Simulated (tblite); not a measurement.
Br$_{4}$Sn, triplet, at a GFN2-xTB geometry (such geometries of metal compounds can be far from the true shape) (a higher spin typed on purpose: for a closed-shell molecule this is an excited state); GFN1-xTB in tblite 0.6.0.

tblite was given this input:
```
$ tblite run mol.xyz --method gfn1 --charge 0 --spin 2 --efield 0,0,0.1 --json tblite.json --no-restart

# file mol.xyz
5

Br    -0.97354049     2.40773642    -0.82306941
Sn    -0.00000000     0.00000000     0.00000000
Br    -1.87526805    -1.93047420    -0.42315263
Br     0.59546147     0.12105192     2.65578446
Br     2.25334707    -0.59831415    -1.40956242
```

Output, abridged:

```
xTB calculator
 | screened Coulomb repulsion
 | Coulomb electrostatics
 |  * isotropic Klopman-Ohno-Mataga-Nishimoto electrostatics
 |  * onsite third-order electrostatics
 | DFT-D3(BJ) dispersion correction
 | Interactions (1)
 | [1] electric field

halogen bonding energy    0.0000000000000E+00 Eh
repulsion energy          5.0075177473386E-03 Eh
dispersion energy        -3.5071327898642E-03 Eh
interaction energy        0.0000000000000E+00 Eh
number of electrons       3.2000000000000E+01 e
integral cutoff           2.8182813135037E+01 bohr

------------------------------------------------------------
  cycle        total energy    energy error   density error
------------------------------------------------------------
      1     -17.84410128671  -1.7845602E+01   2.7719574E-01
      2     -17.59995939507   2.4414189E-01   3.4876780E-01
      3     -17.80471998875  -2.0476059E-01   2.2288160E-01
      4     -17.88338835808  -7.8668369E-02   1.9703173E-01
      5     -17.71677748421   1.6661087E-01   2.4242016E-01
      6     -17.94251798915  -2.2574050E-01   1.5140163E-01
      7     -17.79261739040   1.4990060E-01   2.1010797E-01
      8     -17.95088848766  -1.5827110E-01   1.4218732E-01
      9     -17.90059235595   5.0296132E-02   1.6422364E-01
     10     -18.02836199063  -1.2776963E-01   9.6014638E-02
     11     -18.00675203470   2.1609956E-02   1.0931635E-01
     12     -18.02706884272  -2.0316808E-02   9.6369126E-02
     13     -18.07415686421  -4.7088021E-02   5.4340708E-02
     14     -18.09360284050  -1.9445976E-02   1.9307158E-02
     15     -18.09493805092  -1.3352104E-03   1.4099930E-02
     16     -18.09578623145  -8.4818053E-04   9.2921561E-03
     17     -18.09630173400  -5.1550255E-04   4.3685767E-03
     18     -18.09637054841  -6.8814409E-05   3.1742029E-03
     19     -18.09642428090  -5.3732492E-05   1.7462096E-03
     20     -18.09644504596  -2.0765057E-05   5.7251686E-04
     21     -18.09644684043  -1.7944729E-06   3.0041526E-04
     22     -18.09644744440  -6.0396449E-07   1.0502800E-04
     23     -18.09644752193  -7.7533397E-08   3.0834596E-05
     24     -18.09644752417  -2.2420785E-09   2.5829496E-05
     25     -18.09644752921  -5.0416844E-09   3.5267016E-06
------------------------------------------------------------

electronic energy        -1.8097947914172E+01 Eh
total energy             -1.8096447529214E+01 Eh

Post processing:
 | Mayer-Wiberg bond orders

[Info] JSON dump of results written to 'tblite.json'
```
